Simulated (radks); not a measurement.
Cd+, configuration [Kr] 4d10 5s1.

Calculated with a radial shooting solver on a logarithmic mesh with Libxc functionals: Dirac Kohn-Sham, PBEsol, spin-unpolarised, spherical densities, point nucleus.

Energy parts (eV):
total: -152195.695
kinetic: 159587.061
electron-nucleus: -368935.587
Hartree: 61284.494
exchange-correlation: -4131.663

Orbitals (lengths in bohr, moments of r in powers of bohr):
orbital  occ.  eigenvalue (eV)     <r^2>
1s1/2       2        -26503.94  0.001250
2s1/2       2        -3941.452   0.02039
2p1/2       2        -3670.412   0.01521
2p3/2       4        -3478.108   0.01652
3s1/2       2        -741.5560    0.1470
3p1/2       2        -632.9400    0.1422
3p3/2       4        -598.5974    0.1510
3d3/2       4        -406.2211    0.1319
3d5/2       6        -399.2399    0.1345
4s1/2       2        -114.5896    0.8765
4p1/2       2         -79.7575     1.011
4p3/2       4         -73.9142     1.080
4d3/2       4         -20.9452     1.926
4d5/2       6         -20.2386     1.986
5s1/2       1         -13.0771     7.894

The highest occupied level is 5s1/2 at -13.077 eV. Summed over all electrons, <r^2> = 38.27 bohr^2, which gives a Langevin (diamagnetic) susceptibility term of -30.3 x 10^-6 cm^3/mol. The density falls to 0.001 e/bohr^3 at r = 3.85 bohr. For comparison, the ionisation energy in NIST's Atomic Spectra Database is 16.908 eV (measured). In exact Kohn-Sham theory the highest level is minus the ionisation energy, but local and semilocal functionals leave it too shallow, through self-interaction and a potential that decays too fast; potentials with the right tail come closer.

Beside tabulated values, note that spin-unpolarised runs miss the spin-polarisation part of the exchange energy of open shells.
